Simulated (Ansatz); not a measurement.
Ansatz (a first-principles code) input (CCSD(T)/aug-cc-pVDZ):

Ansatz 0.2 input:
```yaml
crystal:
  periodic: [false, false, false]
  atoms:
    - {symbol: B, position_ang: [0.26587793, -0.29169300, 0.52924554]}
    - {symbol: F, position_ang: [0.91071220, 0.07456891, -0.64518997]}
    - {symbol: F, position_ang: [-1.05842216, 0.08748276, 0.35116467]}
basis:
  gaussian:
    orbitals: aug-cc-pVDZ
total_charge: -1
magnetization: {spin_polarized: false}
correlation: {method: ccsd_t, electrons: outside_noble_gas}
output: {forces: true}
```

End of the output:

```
cycle   5  -13.94228143 eV  change    4.1e-3 eV  update   2.5e-3
cycle   6  -13.94375000 eV  change   -1.5e-3 eV  update   9.4e-4
cycle   7  -13.94384055 eV  change   -9.1e-5 eV  update   4.4e-4
cycle   8  -13.94360698 eV  change    2.3e-4 eV  update   1.9e-4
cycle   9  -13.94367530 eV  change   -6.8e-5 eV  update   7.0e-5
cycle  10  -13.94372339 eV  change   -4.8e-5 eV  update   2.2e-5
cycle  11  -13.94371028 eV  change    1.3e-5 eV  update   7.9e-6
cycle  12  -13.94371353 eV  change   -3.2e-6 eV  update   3.1e-6
perturbative correction -0.38578361 eV, -0.0141772860 hartree
the calculation of the forces begins
Total energy: -6099.70010031 eV, -224.1598441610 hartree
Atom 0 at     0.265878    -0.291693     0.529246 Å, force     0.524239    -0.575139     1.043528 eV/Å
Atom 1 at     0.910712     0.074569    -0.645190 Å, force     0.550914     0.282238    -0.933148 eV/Å
Atom 2 at    -1.058422     0.087483     0.351165 Å, force    -1.075153     0.292902    -0.110381 eV/Å
Dipole moment:    -0.324460     0.355963    -0.645857 e Å
```
